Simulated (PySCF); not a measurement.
## Dipole moment and polarisability of `I[Si](I)(I)I`

Species: SiI₄.
Geometry (PBE0-D3(BJ)/def2-SVP, Å), atoms numbered from 1 in this order:
```
atom  x, y, z in Å
Si1    0.0171   -0.0219   -0.0128
I2     0.0217   -0.0468    2.4255
I3     2.3126   -0.0424   -0.8395
I4    -1.1125    1.9914   -0.7994
I5    -1.1641   -1.9908   -0.8359
```

Level: wB97X-D/def2-SVPD (PySCF), static field, nuclei fixed, core orbitals frozen in the response. The polarisability tensor in these axes (au):

```
x   170.05   0.03  -0.15
y     0.03 170.00  -0.04
z    -0.15  -0.04 169.99
```

Q: What are the eigenvalues, a third of the trace, and Δα (Δα² = ½Σ(αi − αj)² over the three pairs)?

A: Principal values 169.86, 170.00 and 170.18 au; mean 170.01 au = 25.19 Å³ = 28.03 × 10⁻⁴⁰ C²·m²/J; Δα = 0.28 au (0 % of the mean). Point group Td makes the tensor isotropic, so any spread comes from the grid or from a geometry that is symmetric only within 0.08 Å.

Q: What is the dipole moment?

A: 0.01 D; point group Td allows none, and the residue is numerical.

Q: Refractivity n − 1 of an ideal gas of it at 273.15 K and 1 atm, from the electronic α?

A: N = p/kT = 2.6868 × 10¹⁹ cm⁻³, so n − 1 = 2π × N × 25.19 × 10⁻²⁴ cm³ = 4253 × 10⁻⁶ at long wavelengths.

Q: Find the Langevin capture rate constant for NO+ (29.998 u) meeting this molecule (535.595 u), k = 2.342 × 10⁻⁹ cm³/s × √(α in Å³ / reduced mass in u).

A: The reduced mass is 28.41 u, so k = 2.21 × 10⁻⁹ cm³/s.

Q: What molar refraction does this α imply?

A: Lorentz–Lorenz: R = (4π/3)N_A α = 2.5225 cm³/(mol·Å³) × 25.19 Å³ = 63.6 cm³/mol, in the limit of long wavelengths.

Geometry: PBE0-D3(BJ)/def2-SVP; no solvent, vibrations or thermal averaging. Atoms past krypton carry effective core potentials; spin–orbit coupling is left out.

These values come from a run that also computed excited states and ΔSCF ions. On an Intel Xeon at 2.50 GHz with one thread (shared host), this took 3.3 min wall (with the writing of density and orbital grids) and 0.84 GiB of memory at its peak.
